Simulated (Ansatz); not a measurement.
Harmonic frequencies (cm⁻¹) at PBE0-D4/def2-TZVP from Ansatz: 90, 125, 218, 242, 263, 293, 501, 593, 614, 648, 724, 766, 805, 931, 1007, 1052, 1126, 1186, 1218, 1309, 1393, 1444, 1479, 1515, 2701, 3018, 3044, 3091, 3133, 3547.

Each molecule was computed in one conformer, which needn't be the lowest.

(1) Which molecule is it?
A. `[BH]1O[CH2][AlH]1`
B. `[SH][Al]1[CH2]NC[O]1`
C. `F[SiH2][SnH3]`
D. `C1=NCNCS1`

Answers

(1) B.
